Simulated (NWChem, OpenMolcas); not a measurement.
**GaSiH4OF: a line through the functionals**

GaSiH4OF has 8 atoms, charge 0, and is taken as a singlet. SMILES: `[F][GaH][O][SiH3]`. The coordinates come from a PBE0-D4/def2-TZVP relaxation. This is one conformer, not always the lowest.

The HOMO–LUMO gap y, in eV, basis 6-31G(d); a is the functional's share of exact exchange. Programs: NWChem 7.3.0, OpenMolcas 26.06.

| functional | program | a | y (eV) |
| --- | --- | --- | --- |
| r2SCAN | OpenMolcas | 0 | 6.05 |
| BLYP | OpenMolcas | 0 | 5.32 |
| B3LYP | OpenMolcas | 0.2 | 7.11 |
| PBE0 | NWChem | 0.25 | ? |
| BHLYP | OpenMolcas | 0.5 | 9.69 |

Fit y = c + s·a to the known rows and predict PBE0.


1. Means of the 4 rows: a = 0.1750, y = 7.043.
2. Σ(Δa)² = 0.1675, Σ(Δa·Δy) = 1.3372, so the slope is 1.3372/0.1675 = 7.9833.
3. Intercept: 7.043 − (7.9833) × 0.1750 = 5.646. The largest residual of the fit is 0.40.
4. PBE0: 5.646 + (7.9833) × 0.25 = 7.64 eV.

The run gave 7.64 eV, so the prediction is off by 0.00 eV: they agree to the digits shown. Exact exchange lowers occupied levels and raises empty ones. The rows mix families of semi-local functionals, which the line can't see.
